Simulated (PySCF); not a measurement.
# Basis-set dependence of population analyses: `O[SiH2]N[SiH3]`

H7NOSi2.
Bonds: O1–Si2, Si2–N3, N3–Si4. Hydrogens: H5 on O1; H6, H7 on Si2; H8 on N3; H9, H10, H11 on Si4.

PBE0 throughout (PySCF), one geometry, spherical d and f functions. One conformer (not necessarily the lowest) at the PBE0-D3(BJ)/def2-SVP geometry, without solvent, vibrations or thermal averaging. Atoms taken as equivalent share a column and are averaged. The first 7 of 8 kinds of atom are listed.

Mulliken charges (e):

| basis | functions | O1 | Si2 | N3 | Si4 | H5 | H6/H7 | H8 |
| --- | --- | --- | --- | --- | --- | --- | --- | --- |
| pcSseg-0 | 58 | -0.827 | +1.129 | -1.284 | +0.704 | +0.386 | -0.110 | +0.356 |
| 6-31G* | 78 | -0.729 | +0.751 | -0.885 | +0.490 | +0.438 | -0.099 | +0.368 |
| cc-pVDZ | 99 | -0.353 | +0.510 | -0.420 | +0.312 | +0.166 | -0.085 | +0.133 |
| def2-SVP | 99 | -0.413 | +0.656 | -0.579 | +0.462 | +0.191 | -0.111 | +0.169 |
| aug-cc-pVDZ | 163 | -0.685 | +0.469 | -0.546 | -0.381 | +0.125 | +0.214 | -0.057 |
| 6-311+G(2d,p) | 166 | -0.655 | +0.990 | -1.054 | +0.582 | +0.269 | -0.078 | +0.237 |
| def2-TZVP | 178 | -0.526 | +0.440 | -0.521 | +0.236 | +0.320 | -0.044 | +0.229 |
| cc-pVTZ | 226 | -0.355 | +0.353 | -0.286 | +0.188 | +0.195 | -0.055 | +0.129 |
| IGLO-III | 228 | -0.635 | +1.028 | -0.704 | +0.785 | +0.258 | -0.188 | +0.179 |

IAO charges (e):

```tsv
basis	functions	O1	Si2	N3	Si4	H5	H6/H7	H8
pcSseg-0	58	-0.732	+0.950	-0.881	+0.580	+0.338	-0.121	+0.264
6-31G*	78	-0.776	+1.057	-0.926	+0.714	+0.355	-0.150	+0.268
cc-pVDZ	99	-0.775	+1.048	-0.920	+0.707	+0.357	-0.149	+0.268
def2-SVP	99	-0.770	+1.065	-0.920	+0.726	+0.353	-0.157	+0.265
aug-cc-pVDZ	163	-0.799	+1.055	-0.935	+0.709	+0.368	-0.146	+0.275
6-311+G(2d,p)	166	-0.807	+1.090	-0.956	+0.744	+0.369	-0.155	+0.277
def2-TZVP	178	-0.807	+1.104	-0.960	+0.755	+0.368	-0.159	+0.275
cc-pVTZ	226	-0.802	+1.090	-0.952	+0.739	+0.368	-0.156	+0.275
IGLO-III	228	-0.810	+1.099	-0.960	+0.752	+0.370	-0.158	+0.277
```

Problem. Which scheme is steadiest as the basis changes?

Solution. Largest range over the bases for any column: IAO 0.17 e, Mulliken 1.17 e. IAO charges move least and Mulliken charges most, counted in e.

Problem. How much do the charges still move between the two largest bases, cc-pVTZ and IGLO-III?

Solution. At most, over all atoms: Mulliken 0.675 e, IAO 0.013 e.

Problem. What do the same runs give for the total energy, the frontier levels and the dipole moment?

Solution. 
| basis | energy (Eh) | HOMO (eV) | LUMO (eV) | μ (D) |
| --- | --- | --- | --- | --- |
| pcSseg-0 | -711.8321 | -7.57 | 0.67 | 1.62 |
| 6-31G* | -712.8057 | -7.52 | 0.62 | 1.33 |
| cc-pVDZ | -712.8463 | -7.51 | 0.66 | 1.18 |
| def2-SVP | -712.5712 | -7.61 | 0.69 | 1.23 |
| aug-cc-pVDZ | -712.8666 | -7.68 | -0.39 | 1.11 |
| 6-311+G(2d,p) | -712.9269 | -7.75 | -0.31 | 1.20 |
| def2-TZVP | -712.9451 | -7.74 | 0.11 | 1.18 |
| cc-pVTZ | -712.9408 | -7.70 | 0.26 | 1.12 |
| IGLO-III | -712.9485 | -7.72 | 0.09 | 1.13 |

The dipole is fixed by the density alone, so its range of 0.51 D shows that the density itself changes with the basis, not only its division among atoms.
